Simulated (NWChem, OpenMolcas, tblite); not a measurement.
## How methods differ on Si2H4F2 (SMILES F[SiH2][SiH2]F)

Si2H4F2: 8 atoms, total charge 0, spin state singlet. As SMILES, `F[SiH2][SiH2]F`. Geometry: relaxed at PBE0-D4/def2-TZVP. This is one conformer, not always the lowest.

```
atom    x (Å)    y (Å)    z (Å)
   F  -1.9348   1.2058  -0.2745
  Si  -0.3578   1.1281   0.0124
  Si   0.3586  -1.1096   0.0441
   F   0.2810  -1.7420  -1.4288
   H   0.3401   1.9142  -1.0370
   H  -0.0998   1.7437   1.3416
   H   1.7748  -1.1640   0.4954
   H  -0.4771  -1.9419   0.9468
```

Each level gives the vertical energy of the triplet above the singlet (eV). The values are calculated.

| level | kind | program | value (eV) | less CCSD(T)/6-31G* |
| --- | --- | --- | --- | --- |
| GFN2-xTB | semi-empirical | tblite | 4.23 | -1.84 |
| HF/6-31G* (spherical functions) | Hartree–Fock | NWChem | 6.30 | +0.23 |
| SVWN5/6-31G* (spherical functions) | LDA | NWChem | 5.14 | -0.93 |
| PBE/6-31G* (spherical functions) | GGA | OpenMolcas | 5.16 | -0.91 |
| TPSS/6-31G* (spherical functions) | meta-GGA | OpenMolcas | 5.39 | -0.68 |
| B3LYP/6-31G* (spherical functions) | global hybrid | OpenMolcas | 5.64 | -0.43 |
| PBE0/6-31G* (spherical functions) | global hybrid | OpenMolcas | 5.59 | -0.48 |
| MP2/6-31G* (spherical functions) | perturbation theory | NWChem | 6.15 | +0.08 |
| CCSD(T)/6-31G* (spherical functions), open shells restricted | coupled cluster or CI | OpenMolcas | 6.07 | 0.00 |

Differences are taken from CCSD(T)/6-31G* (spherical functions), open shells restricted for orientation; it has basis-set and higher-order errors of its own. The values span 4.23 to 6.30 eV. A triplet this far above the singlet is often a Rydberg-like or dissociative state; sets without diffuse functions put Rydberg states too high.
